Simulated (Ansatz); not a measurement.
H (SMILES [H-]), charge -1, singlet (a gas-phase anion, which may not be bound at this level); PBE0/def2-SV(P) run with Ansatz (a first-principles code).

The Ansatz input:
Ansatz 0.2 input:
```yaml
crystal:
  periodic: [false, false, false]
  atoms:
    - {symbol: H, position_ang: [0.00000000, 0.00000000, 0.00000000]}
basis:
  gaussian:
    orbitals: def2-SV_P_.json
hamiltonian:
  xc: pbe0
total_charge: -1
output: {forces: true}
```
The basis file holds def2-SV(P) in the JSON format of the Basis Set Exchange.

Question: Write the output that Ansatz gives for this input, abridged.

Answer: 
```
Functional definition: PBE0
3 factors; integrals over basis functions are off by at most 5.1e-7 eV
mean field evaluation 1: about -13.0485 eV, gradient 1.6e0 eV
mean field evaluation 2: about -13.0620 eV, gradient 2.8e-1 eV
mean field evaluation 4: about -13.0585 eV, gradient 1.9e-1 eV
mean field evaluation 8: about -13.0587 eV, gradient 4.9e-5 eV
mean field -13.05871892 eV, -0.4798990689 hartree, gradient 4.9e-5 eV, S^2 0.000000; 0 other end points of the search recorded, 0 dependent functions left out
the calculation of the forces begins
reference -13.05872767 eV, -0.4798993902 hartree; 1, 1 occupied and 1, 1 virtual orbitals, 3 factors
Total energy: -13.05872767 eV, -0.4798993902 hartree
Atom 0 at     0.000000     0.000000     0.000000 Å, force     0.000000    -0.000000    -0.000000 eV/Å
Dipole moment:     0.000000     0.000000     0.000000 e Å
```
